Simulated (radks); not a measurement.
Neutral osmium, configuration [Xe] 4f14 5d6 6s2 (the NIST ground configuration). Method: scalar-relativistic Kohn-Sham, SCAN, spin-polarised, spherical densities, finite nucleus; open shells are filled with parallel spins first (spin-orbit coupling, left out, can overturn this in heavy ions); meta-GGA in the generalised Kohn-Sham scheme; Fermi nuclear charge, rms radius 5.4126 fm; computed with a radial shooting solver on a logarithmic mesh with Libxc functionals. Some entries of the table are withheld. Estimate them.

| orbital | occ. | eigenvalue (hartree) | <1/r> (bohr^-1) |
|---|---|---|---|
| 1s up | 1 | -2717.226 | 90.43 |
| 1s down | 1 | -2717.225 | 90.43 |
| 2s up | 1 | -474.2335 | 21.19 |
| 2s down | 1 | -474.2277 | 21.19 |
| 2p up | 3 | -412.8477 | 19.06 |
| 2p down | 3 | -412.8419 | 19.06 |
| 3s up | 1 | -110.7999 | 7.859 |
| 3s down | 1 | -110.7978 | 7.859 |
| 3p up | 3 | -92.66507 | 7.217 |
| 3p down | 3 | -92.66233 | 7.217 |
| 3d up | 5 | -72.36217 | 6.800 |
| 3d down | 5 | -72.35674 | 6.800 |
| 4s up | 1 | -23.59581 | 3.343 |
| 4s down | 1 | -23.58462 | 3.342 |
| 4p up | 3 | -17.61990 | 3.033 |
| 4p down | 3 | -17.60935 | 3.033 |
| 4d up | 5 | -10.17336 | 2.706 |
| 4d down | 5 | -10.16118 | 2.707 |
| 5s up | 1 | -3.46154 | 1.326 |
| 5s down | 1 | -3.35479 | 1.339 |
| 5p up | 3 | -1.95224 | 1.123 |
| 4f up | 7 | -1.93667 | 2.237 |
| 4f down | 7 | -1.91922 | 2.244 |
| 5p down | 3 | -1.83267 | 1.130 |
| 5d up | 5 | (1) | (2) |
| 6s up | 1 | (3) | 0.4340 |
| 6s down | 1 | (4) | 0.4138 |
| 5d down | 1 | (5) | (6) |

Answer. 
(1) 5d up eigenvalue (hartree): -0.27308
(2) 5d up <1/r> (bohr^-1): 0.7401
(3) 6s up eigenvalue (hartree): -0.25703
(4) 6s down eigenvalue (hartree): -0.21211
(5) 5d down eigenvalue (hartree): -0.17160
(6) 5d down <1/r> (bohr^-1): 0.7173
